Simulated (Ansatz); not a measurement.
The inner images of a band of ClF₂H₅HfO₂Si (12 atoms, charge 0, multiplicity 1) are given out of order.

Theory: RKS PBE/def2-SVP in Ansatz 0.2.0.

First end point:

```xyz
12
Properties=species:S:1:pos:R:3
Hf -0.072 -0.234 0.167
O -0.656 -0.468 2.026
Si -1.507 -0.115 3.434
H -2.892 -0.693 3.345
H -0.789 -0.736 4.602
H -1.593 1.372 3.636
F 1.677 0.546 -0.007
F -1.169 1.268 -0.311
Cl -0.857 -1.790 -1.517
O 1.105 -2.232 0.711
H 0.796 -2.950 0.121
H 0.974 -2.546 1.627
```

Last end point:

```xyz
12
Properties=species:S:1:pos:R:3
Hf 0.013 -0.571 -0.018
O -0.079 -0.733 2.314
Si -1.259 -0.111 3.414
H -2.586 -0.765 3.183
H -0.765 -0.418 4.797
H -1.296 1.357 3.159
F 1.474 0.667 0.182
F -1.748 0.163 0.356
Cl -0.107 -0.876 -2.381
O 0.433 -2.445 0.492
H 0.725 -3.179 -0.075
H 0.211 -1.668 2.410
```

Task: Put them in order from the first end to the last, with their energies above the first end.
A.
```xyz
12
Properties=species:S:1:pos:R:3
Hf 0.053 -0.410 0.003
O -0.298 -0.718 2.131
Si -1.295 -0.175 3.401
H -2.694 -0.686 3.206
H -0.736 -0.714 4.686
H -1.276 1.322 3.401
F 1.568 0.738 -0.221
F -1.508 0.718 0.097
Cl -0.427 -1.497 -2.063
O 0.741 -2.247 0.824
H 0.699 -3.164 0.509
H 0.189 -1.747 1.859
```
B.
```xyz
12
Properties=species:S:1:pos:R:3
Hf -0.028 -0.296 0.104
O -0.416 -0.656 2.062
Si -1.334 -0.145 3.381
H -2.742 -0.652 3.228
H -0.740 -0.726 4.637
H -1.332 1.354 3.463
F 1.550 0.768 -0.128
F -1.508 0.917 -0.020
Cl -0.490 -1.577 -1.878
O 0.912 -2.275 0.829
H 0.695 -3.146 0.448
H 0.450 -2.146 1.707
```
C.
```xyz
12
Properties=species:S:1:pos:R:3
Hf 0.070 -0.498 -0.041
O -0.175 -0.650 2.227
Si -1.309 -0.154 3.421
H -2.671 -0.699 3.112
H -0.820 -0.706 4.727
H -1.295 1.338 3.410
F 1.580 0.677 -0.190
F -1.547 0.547 0.205
Cl -0.368 -1.360 -2.216
O 0.600 -2.305 0.716
H 0.803 -3.164 0.314
H 0.149 -1.606 2.148
```
D.
```xyz
12
Properties=species:S:1:pos:R:3
Hf -0.077 -0.262 0.148
O -0.568 -0.632 2.033
Si -1.421 -0.135 3.399
H -2.852 -0.583 3.285
H -0.800 -0.772 4.613
H -1.363 1.360 3.535
F 1.585 0.681 -0.045
F -1.383 1.119 -0.133
Cl -0.685 -1.709 -1.683
O 1.059 -2.238 0.775
H 0.842 -3.025 0.237
H 0.680 -2.384 1.669
```
E.
```xyz
12
Properties=species:S:1:pos:R:3
Hf 0.028 -0.544 -0.036
O -0.067 -0.647 2.292
Si -1.276 -0.132 3.414
H -2.607 -0.725 3.065
H -0.837 -0.621 4.763
H -1.285 1.358 3.342
F 1.526 0.661 -0.027
F -1.673 0.327 0.317
Cl -0.253 -1.118 -2.331
O 0.471 -2.384 0.610
H 0.762 -3.163 0.108
H 0.227 -1.593 2.317
```

Result: D (+2.5 kJ/mol), B (+13.7 kJ/mol), A (+47.6 kJ/mol), C (+34.3 kJ/mol), E (+28.1 kJ/mol).

The run took 5.2 min on 4 threads of Arm Neoverse V1 (shared host), peak memory 0.24 GiB.
